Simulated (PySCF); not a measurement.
C₃H₉ClOSi, SMILES OCCC[SiH2]Cl. The structure is a stationary point at PBE-D3(BJ)/def2-SVP. The structure was generated by enumeration, and PubChem lists no compound with its InChIKey, so it may never have been made. Other conformers were not sampled.

**Question.** Give the equilibrium geometry at PBE-D3(BJ)/def2-SVP (PySCF confirms it by a frequency run) as a Z-matrix. (Estimate from the structure and the level; the computed values follow.)

**Answer.** This is not unique; one that fits is 
```
C
H 1 1.1105
H 1 1.1108 2 106.84
C 1 1.5376 2 110.97 3 119.10
H 4 1.1129 1 111.12 2 67.92
H 4 1.1145 5 105.38 1 118.23
C 4 1.5339 5 108.72 6 116.14
H 7 1.1118 4 110.18 5 60.56
O 7 1.4171 8 105.56 4 -122.53
H 9 0.9754 7 107.16 8 -176.55
H 7 1.1178 8 106.28 9 -119.19
Si 1 1.8888 2 106.47 3 -114.78
H 12 1.5013 1 113.10 2 167.50
H 12 1.5046 13 109.03 8 -84.50
Cl 12 2.0907 13 107.48 14 -116.86
```
Charge 0, spin multiplicity 1.
